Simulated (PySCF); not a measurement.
IIn, charge +1, doublet, at a GFN2-xTB geometry (such geometries of metal compounds can be far from the true shape) (a state made from the parent by changing its charge; the spin is typed, not shown lowest) (core potentials on I, In). Base run: PySCF with M062X/def2-SVPD.

Here is a job for PySCF.
```python
from pyscf import gto, scf, dft, solvent

mol = gto.Mole()
mol.atom = '''
    In   -0.00000000   -0.00000000   -1.69320015
    I     0.00000000    0.00000000    1.56541146
'''
mol.basis = 'def2-svpd'
mol.ecp = {'I': 'def2-svpd', 'In': 'def2-svpd'}
mol.charge = 1
mol.spin = 1
mol.verbose = 4
mol.build()

mf = dft.UKS(mol)
mf.xc = 'm062x'
mf.kernel()
```

The base run was repeated with changes; each row names its change, and settings that it needs were set with it.

```csv
change,ΔE vs base (kJ/mol)
base,0.00
model = IEF-PCM; solvent = methanol; lebedev_order = 11,-285.8
model = IEF-PCM; solvent = 2-propanol,-278.2
model = IEF-PCM; solvent = methanol; r_probe = 0.5,-220.9
model = IEF-PCM; solvent = methanol; vdw_scale = 1.1,-325.8
model = IEF-PCM; solvent = n-hexane,-132.6
model = IEF-PCM; solvent = dichloromethane,-259.1
model = IEF-PCM; solvent = acetonitrile,-285.9
model = IEF-PCM; solvent = methanol; vdw_scale = 1.0,-385.1
model = C-PCM; solvent = methanol,-285.6
model = SS(V)PE; solvent = methanol,-280.5
model = IEF-PCM; solvent = methanol; lebedev_order = 41,-285.1
```

The base is the gas phase, so ΔE is the electrostatic part of solvation at a fixed geometry, without cavity and dispersion terms.

Open shells are given as the SCF converged; they aren't shown to be the lowest states, and a large step between rows can be another state.
